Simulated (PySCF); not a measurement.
Two species compared at the same levels of theory.

First species: C6H10F2Si.
Atom-mapped SMILES: `[CH:1]#[C:2][C@:3]([CH3:4])([SiH2:5][CH3:6])[CH:7]([F:8])[F:9]` (hydrogens: H10 on C1; H11, H12, H13 on C4; H14, H15 on Si5; H16, H17, H18 on C6; H19 on C7)

Geometry (GFN2-xTB, Å), atoms numbered from 1 in this order:
```xyz
19
C6H10F2Si angstrom
C     -0.7343   -2.0574    1.3939
C     -0.6997   -1.1011    0.6745
C     -0.6455    0.0547   -0.1946
C     -1.8895    0.0883   -1.0872
Si     0.9630   -0.0207   -1.2745
C      2.5025   -0.1664   -0.1866
C     -0.6553    1.2997    0.6823
F     -0.5185    2.4253   -0.0686
F      0.3834    1.3189    1.5546
H     -0.7715   -2.8980    2.0199
H     -1.8700    0.9692   -1.7248
H     -2.7987    0.1120   -0.4858
H     -1.9171   -0.7972   -1.7165
H      0.7867   -1.2195   -2.1048
H      0.9692    1.1864   -2.1046
H      2.6587    0.7285    0.4085
H      3.3854   -0.3171   -0.8003
H      2.4219   -1.0059    0.4991
H     -1.5803    1.4096    1.2732
```

Second species: C7H10F3N.
SMILES: `N#C[C@@H](C)[C@](F)(C(F)F)CC`

Levels: PBE0/pcSseg-1 for dipole moment, HOMO energy, LUMO energy and HOMO–LUMO gap; GFN2-xTB for rotational constant A and rotational constant C. Geometries: GFN2-xTB. All species are isolated and taken at one optimised geometry, non-relativistic unless stated; the electronic structure was computed with PySCF and density fitting.

The conformers computed, where there is a choice (atom-mapped SMILES and torsion angles):
- `[CH:1]#[C:2][C@:3]([CH3:4])([SiH2:5][CH3:6])[CH:7]([F:8])[F:9]`: C2–C3–Si5–C6 -56°, C2–C3–C7–F8 176°
- `[CH3:1][CH2:2][C@@:3]([F:4])([CH:5]([F:6])[F:7])[C@H:8]([CH3:9])[C:10]#[N:11]`: C1–C2–C3–F4 -59°, C2–C3–C5–F6 158°, C2–C3–C8–C9 -71°

Values for the first species:

```
Dipole moment         : 1.47 D
HOMO energy           : -7.69 eV
LUMO energy           : 0.61 eV
HOMO–LUMO gap         : 8.30 eV
Rotational constant A : 1.339 GHz
Rotational constant C : 1.095 GHz
```

Estimate the same properties for the second species, and the change in each.

```
             property      first     second  second less first
        dipole moment     1.47 D     5.31 D            +3.84 D
          HOMO energy   -7.69 eV   -9.12 eV           -1.43 eV
          LUMO energy    0.61 eV    0.70 eV           +0.09 eV
        HOMO–LUMO gap    8.30 eV    9.82 eV           +1.52 eV
rotational constant A  1.339 GHz  1.521 GHz         +0.182 GHz
rotational constant C  1.095 GHz  0.819 GHz         -0.276 GHz
```

On the first: A dipole of 1.47 D is allowed in C1, and pure rotational transitions are dipole-allowed. In atomic units the dipole is 0.58 e·bohr (1 au = 2.5417 D).

On the second: In atomic units the dipole is 2.09 e·bohr (1 au = 2.5417 D).
